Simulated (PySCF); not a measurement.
# Radial density of Sm (samarium, neutral)

UHF, [Xe] 4f6 6s1 6p1, one real determinant (an excited configuration). Calculation: PySCF 2.14, in ANO-RCC-VTZP (8s7p5d3f2g1h, 104 functions); the spin-free X2C one-electron Hamiltonian (Gaussian nucleus).

| r (bohr) | 4πr²ρ (e/bohr) | 4πr²(ρα − ρβ) |
| --- | --- | --- |
| 0.0201 | 79.23 | 0.0042 |
| 0.0339 | 73.12 | 0.0093 |
| 0.0570 | 102.7 | 0.0167 |
| 0.0959 | 94.47 | 0.0137 |
| 0.161 | 88.39 | 0.2723 |
| 0.271 | 68.96 | 1.7882 |
| 0.456 | 41.43 | 5.5011 |
| 0.767 | 29.41 | 5.9807 |
| 1.29 | 10.40 | 2.6482 |
| 2.17 | 3.079 | 0.3225 |
| 3.65 | 0.6132 | 0.5059 |
| 6.14 | 0.2783 | 0.2782 |
| 10.3 | 0.009426 | 0.0094 |
| 17.4 | 2.594e-05 | 0.0000 |

Densities and radii are taken from the X2C orbitals without a picture-change correction, which distorts them close to the nucleus.

⟨L²⟩ = 14.20 against 20 for a pure G term, so this real determinant mixes terms. Spin-orbit coupling, absent here, splits the open shell strongly.
